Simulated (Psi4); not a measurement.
H3Cl3OSiTi, charge +1, doublet, geometry from GFN2-xTB (such geometries of metal compounds can be far from the true shape) (the multiplicity is a formal guess); Psi4 1.11 with PBE/def2-SVP.

Here is a job for Psi4.
```
memory 2 GB

molecule mol {
1 2
  Ti   -0.175077    0.174384    0.157413
  Cl    0.116305    2.269375   -0.079384
  Cl   -0.030992   -0.179699    2.250766
  Cl   -2.220301   -0.160371   -0.323122
  O     0.917789   -0.784520   -0.778354
  Si    1.873998   -1.754005   -1.644780
  H     3.189768   -1.759477   -0.931493
  H     2.181415   -0.998197   -2.899308
  H     1.197015   -3.044730   -1.798964
}

set basis def2-svp
set reference uks
set dft_nuclear_scheme becke

energy('pbe')
print_variables()
```

### Question
Write the output that Psi4 gives for this input, abridged.

### Answer

```
   => Loading Basis Set <=

    Name: DEF2-SVP
    Role: ORBITAL
    Keyword: BASIS

         ---------------------------------------------------------
                                   SCF
               by Justin Turney, Rob Parrish, Andy Simmonett
                          and Daniel G. A. Smith
                              UKS Reference
         ---------------------------------------------------------

  ==> Geometry <==

    Molecular point group: c1
    Full point group: C1

    Geometry (in Angstrom), charge = 1, multiplicity = 2:

       Center              X                  Y                   Z               Mass
    ------------   -----------------  -----------------  -----------------  -----------------
         TI          -0.128419928031     0.132556947308     0.117184051549    47.947941980000
         CL           0.162962071969     2.227547947308    -0.119612948451    34.968852682000
         CL           0.015665071969    -0.221526052692     2.210537051549    34.968852682000
         CL          -2.173643928031    -0.202198052692    -0.363350948451    34.968852682000
         O            0.964446071969    -0.826347052692    -0.818582948451    15.994914619570
         SI           1.920655071969    -1.795832052692    -1.685008948451    27.976926534650
         H            3.236425071969    -1.801304052692    -0.971721948451     1.007825032230
         H            2.228072071969    -1.040024052692    -2.939536948451     1.007825032230
         H            1.243672071969    -3.086557052692    -1.839192948451     1.007825032230

  Running in c1 symmetry.

  Rotational constants: A =      0.04155  B =      0.02511  C =      0.02508 [cm^-1]
  Rotational constants: A =   1245.53620  B =    752.76953  C =    751.88663 [MHz]
  Nuclear repulsion =  747.723019184011264

  Charge       = 1
  Multiplicity = 2
  Electrons    = 97
  Nalpha       = 49
  Nbeta        = 48

  ==> Algorithm <==

  SCF Algorithm Type is DF.
  DIIS enabled.
  MOM disabled.
  Fractional occupation disabled.
  Guess Type is SAD.
  Energy threshold   = 1.00e-06
  Density threshold  = 1.00e-06
  Integral threshold = 1.00e-12

  ==> Primary Basis <==

  Basis Set: DEF2-SVP
    Blend: DEF2-SVP
    Number of shells: 58
    Number of basis functions: 132
    Number of Cartesian functions: 142
    Spherical Harmonics?: true
    Max angular momentum: 3

  ==> DFT Potential <==

   => LibXC <=

    Version 7.1.2
    S. Lehtola, C. Steigemann, M. J. T. Oliveira, and M. A. L. Marques,  SoftwareX 7, 1–5 (2018) (10.1016/j.softx.2017.11.002)

   => Composite Functional: PBE <=

    PBE GGA Exchange-Correlation Functional

    J.P. Perdew et. al., Phys. Rev. Lett., 77(18), 3865-3868, 1996

    Deriv               =              1
    GGA                 =           TRUE
    Meta                =          FALSE

    Exchange Hybrid     =          FALSE
    MP2 Hybrid          =          FALSE

   => Exchange Functionals <=

    1.0000     XC_GGA_X_PBE

   => Correlation Functionals <=

    1.0000     XC_GGA_C_PBE

   => LibXC Density Thresholds  <==

    XC_GGA_C_PBE:  1.00E-12
    XC_GGA_X_PBE:  1.00E-15

   => Molecular Quadrature <=

    Radial Scheme          =       TREUTLER
    Pruning Scheme         =           NONE
    Nuclear Scheme         =          BECKE

    Blocking Scheme        =         OCTREE
    BS radius alpha        =              1
    Pruning alpha          =              1
    Radial Points          =             75
    Spherical Points       =            302
    Total Points           =         193279
    Total Blocks           =           1556
    Max Points             =            256
    Max Functions          =            119
    Weights Tolerance      =       1.00E-15

   => Loading Basis Set <=

    Name: (DEF2-SVP AUX)
    Role: JKFIT
    Keyword: DF_BASIS_SCF

  ==> Integral Setup <==

  SCF_SUBTYPE=INCORE selected. In-core MEM_DF algorithm will be used.
  Using in-core AOs.

  ==> MemDFJK: Density-Fitted J/K Matrices <==

    J tasked:                   Yes
    K tasked:                    No
    wK tasked:                   No
    Algorithm:                 Core
    Schwarz Cutoff:           1E-12
    Mask sparsity (%):       9.7567
    Fitting Condition:        1E-10

   => Auxiliary Basis Set <=

  Basis Set: (DEF2-SVP AUX)
    Blend: DEF2-UNIVERSAL-JKFIT
    Number of shells: 253
    Number of basis functions: 907
    Number of Cartesian functions: 1150
    Spherical Harmonics?: true
    Max angular momentum: 6

  Minimum eigenvalue in the overlap matrix is 1.1468379903E-02.
  Reciprocal condition number of the overlap matrix is 2.5891704424E-03.
    Using symmetric orthogonalization.

  ==> Pre-Iterations <==

  SCF Guess: Superposition of Atomic Densities via on-the-fly atomic UHF (no occupation information).

   -------------------------
    Irrep   Nso     Nmo
   -------------------------
     A        132     132
   -------------------------
    Total     132     132
   -------------------------

  ==> Iterations <==

                           Total Energy        Delta E     RMS |[F,P]|

   @DF-UKS iter SAD: -2594.63945175481967   -2.59464e+03   0.00000e+00
   @DF-UKS iter   1: -2594.43894886439512    2.00503e-01   6.62301e-03 DIIS/ADIIS
   @DF-UKS iter   2: -2578.64528945711390    1.57937e+01   3.96555e-02 DIIS/ADIIS
   @DF-UKS iter   3: -2593.41990856773282   -1.47746e+01   1.27301e-02 DIIS/ADIIS
   @DF-UKS iter   4: -2593.97614055135818   -5.56232e-01   1.04945e-02 DIIS/ADIIS
   @DF-UKS iter   5: -2594.72353914306268   -7.47399e-01   1.94074e-03 DIIS/ADIIS
   @DF-UKS iter   6: -2594.66946146335795    5.40777e-02   2.90373e-03 DIIS/ADIIS
   @DF-UKS iter   7: -2594.74435290712336   -7.48914e-02   1.66195e-03 DIIS/ADIIS
   @DF-UKS iter   8: -2594.76856606659976   -2.42132e-02   1.16231e-03 DIIS/ADIIS
   @DF-UKS iter   9: -2594.72940721915347    3.91588e-02   1.78181e-03 DIIS/ADIIS
   @DF-UKS iter  10: -2594.73562314844094   -6.21593e-03   1.68639e-03 DIIS/ADIIS
[...]
   @DF-UKS iter  46: -2594.79898555645832   -1.27878e-02   5.70412e-04 DIIS/ADIIS
   @DF-UKS iter  47: -2594.78443109146338    1.45545e-02   9.18871e-04 DIIS/ADIIS
   @DF-UKS iter  48: -2594.78449274852574   -6.16571e-05   9.23683e-04 DIIS/ADIIS
   @DF-UKS iter  49: -2594.78675991774890   -2.26717e-03   8.68920e-04 DIIS/ADIIS
   @DF-UKS iter  50: -2594.78586617746441    8.93740e-04   8.90540e-04 DIIS/ADIIS
   @DF-UKS iter  51: -2594.78925743840455   -3.39126e-03   8.24958e-04 DIIS/ADIIS
   @DF-UKS iter  52: -2594.79149489411202   -2.23746e-03   7.70847e-04 DIIS/ADIIS
   @DF-UKS iter  53: -2594.75524517911253    3.62497e-02   1.60370e-03 DIIS/ADIIS
   @DF-UKS iter  54: -2594.80176527601270   -4.65201e-02   4.39258e-04 DIIS/ADIIS
   @DF-UKS iter  55: -2594.77283982845711    2.89254e-02   1.15149e-03 DIIS/ADIIS
   @DF-UKS iter  56: -2594.78944251975008   -1.66027e-02   8.20794e-04 DIIS/ADIIS
   @DF-UKS iter  57: -2594.79079889890863   -1.35638e-03   7.60411e-04 DIIS/ADIIS
   @DF-UKS iter  58: -2594.78909415581165    1.70474e-03   7.98408e-04 DIIS/ADIIS
   @DF-UKS iter  59: -2594.79074048194525   -1.64633e-03   7.63232e-04 DIIS/ADIIS
   @DF-UKS iter  60: -2594.79071525268955    2.52293e-05   7.77706e-04 DIIS/ADIIS
   @DF-UKS iter  61: -2594.79173324000340   -1.01799e-03   7.49445e-04 DIIS/ADIIS
   @DF-UKS iter  62: -2594.79161207461357    1.21165e-04   7.75109e-04 DIIS/ADIIS
   @DF-UKS iter  63: -2594.79324750593787   -1.63543e-03   6.97175e-04 DIIS/ADIIS
   @DF-UKS iter  64: -2594.77134893044422    2.18986e-02   1.19728e-03 DIIS/ADIIS
   @DF-UKS iter  65: -2594.79446782812010   -2.31189e-02   7.29981e-04 DIIS/ADIIS
   @DF-UKS iter  66: -2594.79920306238955   -4.73523e-03   5.50015e-04 DIIS/ADIIS
   @DF-UKS iter  67: -2594.78480143180013    1.44016e-02   9.90392e-04 DIIS/ADIIS
   @DF-UKS iter  68: -2594.77377479909001    1.10266e-02   1.13146e-03 DIIS/ADIIS
   @DF-UKS iter  69: -2594.77275292504055    1.02187e-03   1.11868e-03 DIIS/ADIIS
   @DF-UKS iter  70: -2594.77328732884916   -5.34404e-04   1.12471e-03 DIIS/ADIIS
   @DF-UKS iter  71: -2594.79037142099196   -1.70841e-02   8.06626e-04 DIIS/ADIIS
   @DF-UKS iter  72: -2594.79870042061430   -8.32900e-03   5.25519e-04 DIIS/ADIIS
   @DF-UKS iter  73: -2594.78988454461432    8.81588e-03   8.18493e-04 DIIS/ADIIS
   @DF-UKS iter  74: -2594.79998712338511   -1.01026e-02   5.00879e-04 DIIS/ADIIS
   @DF-UKS iter  75: -2594.79600801636661    3.97911e-03   6.30666e-04 DIIS/ADIIS
   @DF-UKS iter  76: -2594.79267359882761    3.33442e-03   7.34093e-04 DIIS/ADIIS
   @DF-UKS iter  77: -2594.79247242091969    2.01178e-04   7.54065e-04 DIIS/ADIIS
   @DF-UKS iter  78: -2594.80273576974560   -1.02633e-02   3.16547e-04 DIIS/ADIIS
   @DF-UKS iter  79: -2594.79179977451849    1.09360e-02   7.48534e-04 DIIS/ADIIS
   @DF-UKS iter  80: -2594.79268755640123   -8.87782e-04   7.22068e-04 DIIS/ADIIS
   @DF-UKS iter  81: -2594.79213330764196    5.54249e-04   7.29521e-04 DIIS/ADIIS
   @DF-UKS iter  82: -2594.77378947436227    1.83438e-02   1.13410e-03 DIIS/ADIIS
   @DF-UKS iter  83: -2594.77382970124927   -4.02269e-05   1.13224e-03 DIIS/ADIIS
   @DF-UKS iter  84: -2594.77220950375249    1.62020e-03   1.15348e-03 DIIS/ADIIS
   @DF-UKS iter  85: -2594.77421785813294   -2.00835e-03   1.12422e-03 DIIS/ADIIS
   @DF-UKS iter  86: -2594.77504968580888   -8.31828e-04   1.11352e-03 DIIS/ADIIS
   @DF-UKS iter  87: -2594.79081028737255   -1.57606e-02   7.64332e-04 DIIS/ADIIS
   @DF-UKS iter  88: -2594.78783030929435    2.97998e-03   8.38969e-04 DIIS/ADIIS
   @DF-UKS iter  89: -2594.79654504694372   -8.71474e-03   6.45193e-04 DIIS/ADIIS
   @DF-UKS iter  90: -2594.78972470174631    6.82035e-03   7.94485e-04 DIIS/ADIIS
   @DF-UKS iter  91: -2594.78996371471567   -2.39013e-04   7.87930e-04 DIIS/ADIIS
   @DF-UKS iter  92: -2594.79149673865959   -1.53302e-03   7.56378e-04 DIIS/ADIIS
   @DF-UKS iter  93: -2594.78892154957430    2.57519e-03   8.14716e-04 DIIS/ADIIS
   @DF-UKS iter  94: -2594.78622041241670    2.70114e-03   8.57824e-04 DIIS/ADIIS
   @DF-UKS iter  95: -2594.79240141596529   -6.18100e-03   6.97945e-04 DIIS/ADIIS
   @DF-UKS iter  96: -2594.76917685974604    2.32246e-02   1.25218e-03 DIIS/ADIIS
   @DF-UKS iter  97: -2594.76945795718666   -2.81097e-04   1.24436e-03 DIIS/ADIIS
   @DF-UKS iter  98: -2594.76971076444852   -2.52807e-04   1.23927e-03 DIIS/ADIIS
   @DF-UKS iter  99: -2594.80166104012278   -3.19503e-02   3.88083e-04 DIIS/ADIIS
   @DF-UKS iter 100: -2594.77190446894610    2.97566e-02   1.17971e-03 DIIS/ADIIS

PsiException: Could not converge SCF iterations in 100 iterations.

  Failed to converge.

Traceback (most recent call last):
  File "psi4", line 375, in <module>
  File "<string>", line 31, in <module>
  File "site-packages/psi4/driver/driver.py", line 533, in energy
  File "site-packages/psi4/driver/procrouting/proc.py", line 2760, in run_scf
  File "site-packages/psi4/driver/procrouting/proc.py", line 2047, in scf_helper
  File "site-packages/psi4/driver/procrouting/scf_proc/scf_iterator.py", line 93, in scf_compute_energy
  File "site-packages/psi4/driver/procrouting/scf_proc/scf_iterator.py", line 86, in scf_compute_energy
  File "site-packages/psi4/driver/procrouting/scf_proc/scf_iterator.py", line 609, in scf_iterate

psi4.driver.p4util.exceptions.SCFConvergenceError: Could not converge SCF iterations in 100 iterations.

Printing out the relevant lines from the Psithon --> Python processed input file:
    ""","mol")
    core.IO.set_default_namespace("mol")
    core.set_global_option("BASIS", "def2-svp")
    core.set_global_option("REFERENCE", "uks")
    core.set_global_option("DFT_NUCLEAR_SCHEME", "becke")
--> energy('pbe')
    print_variables()

!-------------------------------------------------------!
!                                                       !
!  Could not converge SCF iterations in 100 iterations. !
!                                                       !
!-------------------------------------------------------!
```

The run did not converge; its last values are not results.
